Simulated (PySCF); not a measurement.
**Vertical excitation energies**

Species: C₅H₁₁NSi.
Structure used (GFN2-xTB), in Å, numbered top down from 1:
```
atom  x, y, z in Å
C1     2.5694   -0.4721    0.0177
C2     1.1553   -0.0083    0.0851
C3     0.1729   -0.6503    0.7074
C4    -1.1962   -0.0430    0.6449
C5    -2.1572   -0.9521   -0.1302
N6    -1.0444    1.2495    0.0129
Si7    0.4798    1.5587   -0.7044
H8     2.8682   -0.6061   -1.0217
H9     3.2302    0.2774    0.4520
H10    2.7086   -1.4132    0.5482
H11    0.2876   -1.5846    1.2405
H12   -1.5928    0.0930    1.6646
H13   -1.7872   -1.0867   -1.1441
H14   -3.1500   -0.5084   -0.1739
H15   -2.2315   -1.9241    0.3513
H16   -1.9068    1.7289   -0.1785
H17    1.0507    2.8148   -0.2080
H18    0.5345    1.5330   -2.1757
```

Method: PySCF, TDDFT B3LYP/def2-SVPD, vertical, gas phase, core orbitals frozen in the response.

| state | E (eV) | λ (nm) | f | main configurations (H = HOMO, L = LUMO) |
| --- | --- | --- | --- | --- |
| S1 | 5.30 | 233.8 | 0.030 | H→L (95%) |
| S2 | 5.49 | 226.0 | 0.010 | H→L+1 (95%) |
| S3 | 5.89 | 210.3 | 0.0037 | H→L+2 (93%) |
| S4 | 6.20 | 199.9 | 0.0047 | H-1→L+1 (84%), H-1→L (14%) |
| S5 | 6.45 | 192.2 | 0.036 | H-1→L+2 (71%), H-1→L (22%) |
| S6 | 6.60 | 187.9 | 0.016 | H→L+3 (88%) |
| S7 | 6.73 | 184.3 | 0.091 | H-1→L (35%), H-1→L+2 (18%), H→L+5 (14%) |
| S8 | 6.75 | 183.7 | 0.076 | H→L+5 (66%), H-1→L (15%) |

Triplets, Tamm–Dancoff:

```tsv
state	E (eV)	λ (nm)	main configurations (H = HOMO, L = LUMO)
T1	4.37	283.5	H-1→L (80%)
T2	5.16	240.5	H→L (77%), H→L+1 (18%)
T3	5.26	235.8	H→L+1 (78%), H→L (17%)
```

The lowest singlet lies at 5.30 eV (234 nm, ultraviolet) and is weak; its leading configuration is HOMO→LUMO (95%). The strongest level in the table is S7 at 6.73 eV (184 nm, f = 0.091). Löwdin shares by element: HOMO nitrogen 52%, carbon 16% or more, silicon 11% (atoms not listed hold the other 21%); LUMO carbon 57% or more, silicon 8% (atoms not listed hold the other 34%). The listed states span 1.45 eV, and the widest gap between neighbours is 0.41 eV (S2 to S3). Orbital energies (eV): HOMO-3 -9.18, HOMO-2 -8.21, HOMO-1 -6.94, HOMO -6.32, LUMO -0.05, LUMO+1 0.20, LUMO+2 0.45. Weighted by f, the mean energy of these states is 6.46 eV. Only the lowest 8 singlets were computed, as vertical energies without vibronic structure.

On one thread of an Arm Neoverse V2, shared host with 192 logical CPUs at a one-minute load of 49, this took 45 s (with the writing of density and orbital grids) and 0.87 GiB of memory at its peak.
